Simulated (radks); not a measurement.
Task: The mean radii <r> (bohr) of the occupied orbitals of an atom or ion are listed with their occupations. Method: non-relativistic Kohn-Sham, LDA (Slater exchange, Perdew-Wang correlation), spin-unpolarised, spherical densities, point nucleus; computed with a radial shooting solver on a logarithmic mesh with Libxc functionals.

| orbital | occ. | <r> |
|---|---|---|
| 1s | 2 | 0.02715 |
| 2s | 2 | 0.1165 |
| 2p | 6 | 0.09903 |
| 3s | 2 | 0.3068 |
| 3p | 6 | 0.2967 |
| 3d | 10 | 0.2672 |
| 4s | 2 | 0.7037 |
| 4p | 6 | 0.7277 |
| 4d | 10 | 0.7932 |
| 5s | 2 | 1.632 |
| 5p | 4 | 1.794 |

Name the element and its charge.

Result: Z = 56, barium, charge +4: Ba4+ in [Kr] 4d10 5s2 5p4. The 1s radius gives Z: for a bare nucleus <r> = 1.5/Z, 0.02679 bohr for Z = 56, and screening makes it slightly larger (0.02715 here). The occupations add up to 52, and the charge is Z minus that.
